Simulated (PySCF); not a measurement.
# Fe⁺: excitation energy

Fe⁺ [Ar] 3d6 4s1 (6D) → Fe⁺ [Ar] 3d5 4s1 5s1 (8S), as a difference of total energies. Computed with PySCF 2.14 in aug-cc-pwCVTZ-DK, with scalar relativity by spin-free X2C-1e. Correlated levels: valence: [Ar] frozen; valence and next inner shell: [Ne] frozen; nothing frozen. The calculations carry no spin-orbit coupling.

| method | excitation energy (cm⁻¹) |
| --- | --- |
| UHF | 86175 |
| LDA | 109310 |
| PBE | 107630 |
| PBE0 | 104320 |
| r2SCAN | 104580 |
| wB97M-V | 104280 |
| B97-3 | 106080 |
| BP86 | 109620 |
| MP2 (valence) | 100120 |
| SCS-MP2 (valence) | 103190 |
| MP2 (valence and next inner shell) | 102890 |
| SCS-MP2 (valence and next inner shell) | 103860 |
| MP2 (all electrons) | 103060 |
| SCS-MP2 (all electrons) | 103910 |

A first-order spin-orbit estimate (lowest level to lowest level, LS coupling) adds 0.059 eV.

The promoted electron is Rydberg-like, and one or two diffuse shells describe it only roughly, which tends to raise the upper state.
